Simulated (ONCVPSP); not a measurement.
## u(r) = r·R(r): atom against pseudo-atom (P (Z = 15))

Columns: radius, all-electron u(r) and pseudo u(r) of the 2p shell (level -126.19 eV) of phosphorus in the configuration [He] 2s2 2p6 3s1 3p4; PW91, scalar-relativistic, ONCV scheme, ONCVPSP 4.0.1.

```
r (bohr)  all-electron  pseudo
   0.047        0.1697  0.0672
   0.095        0.4919  0.2574
   0.142        0.8019  0.5245
   0.190        1.0550  0.8260
   0.237        1.2280  1.0973
   0.285        1.3335  1.3101
   0.332        1.3776  1.4347
   0.380        1.3764  1.4779
   0.427        1.3418  1.4519
   0.475        1.2828  1.3776
   0.522        1.2100  1.2795
   0.570        1.1266  1.1703
   0.617        1.0409  1.0649
   0.665        0.9526  0.9637
   0.712        0.8678  0.8722
   0.760        0.7847  0.7859
   0.807        0.7079  0.7080
   0.855        0.6345  0.6344
   0.902        0.5681  0.5680
   0.950        0.5059  0.5058
   0.997        0.4505  0.4504
   1.045        0.3993  0.3992
   1.092        0.3541  0.3540
   1.140        0.3127  0.3126
   1.187        0.2765  0.2765
   1.235        0.2436  0.2435
```

(1) How many radial nodes do the two functions have?

(2) At about which radius was the pseudo-wave matched?

(3) Is the pseudo-wave norm-conserving?

Results:

(1) The all-electron 2p function has n − l − 1 = 0; the pseudo-wave has 0.

(2) 0.95 bohr. The columns agree to 0.0005 from 0.81 bohr on; several derivatives are matched, so the curves merge somewhat inside the radius.

(3) Yes: the ONCV scheme keeps the norm inside the radius equal to the all-electron one, which fixes the energy derivative of the logarithmic derivative at the level.
